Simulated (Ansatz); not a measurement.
`F[SiH2][AlH2]` + `ClC1(Cl)BO1` → `[AlH2][C]1(Cl)BO1` + `F[SiH2]Cl`  (redistribution)

Computed with Ansatz on PBE0-D4/def2-TZVP structures; ΔE is electronic, products minus reactants. CBS: MP2 limit from def2 TZ/QZ plus the TZ coupled-cluster correction, frozen cores. This one scheme is used for every species. DFT in def2-TZVPP. HSE06 is defined as in plane-wave codes.

CCSD(T)/CBS gives -2.00 eV.

(1) Another level gave -1.83 eV. Which?
A. RPA@PBE/def2-TZVPP
B. r2SCAN0-D4/def2-TZVPP
C. revPBE-D4/def2-TZVPP
D. HSE06-D4/def2-TZVPP

Largest T1 diagnostic among the species: 0.015.

Answers

(1) D. HSE06-D4 -1.83, RPA@PBE/def2-TZVPP -1.91, r2SCAN0-D4 -1.99, revPBE-D4 -1.75 eV.

At CCSD(T), def2-SVP lies +0.09 eV from the extrapolated value and def2-TZVPP +0.03 eV. From BLYP to BHLYP (50 % exact exchange), in def2-TZVPP and without D4, ΔE moves by −0.14 eV.
